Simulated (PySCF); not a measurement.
Ionising CsAl

UHF-MP2; PySCF, scalar-relativistic core potentials, basis sets Cs def2-SVPD with ECP46, Al def2-SVPD. Neutral (UHF): triplet (σ ↑, π ↑), Re = 3.791 Å, ωe = 109 cm⁻¹, De = 0.41 eV.

CsAl⁺ (UHF): doublet (σ ↑), Re = 4.439 Å, ωe = 67.1 cm⁻¹, De = 0.38 eV to Cs⁺ + Al. The energies at the minima are -261.73069 hartree for CsAl and -261.59241 for CsAl⁺.

Work out the adiabatic ionisation energy, without and with harmonic zero-point energies (1 hartree = 27.2114 eV, 1 eV = 8065.5 cm⁻¹), and the change of the bond length.

At UHF-MP2: 0.13828 hartree = 3.763 eV between the minima; the zero-point term (67.1 − 109.0)/2 cm⁻¹ = -0.003 eV makes it 3.760 eV. Re changes by +64.8 pm against the neutral. The electron leaves a π orbital, and the ion is left as a loose complex of an ion and an atom.

Correlated steps freeze 5 core orbitals. Weak bonds: CsAl, CsAl⁺. Basis-set superposition, not corrected here, can be much of De in a small basis, most of all at correlated wavefunction levels. These are scalar-relativistic numbers at best; spin–orbit coupling would shift them, the dissociation energy most. For an ion De counts to the pair picked by the measured ionisation energies or electron affinities, which need not be the lowest pair at this level. States were picked by a PBE0 search and need not be the measured ground states.
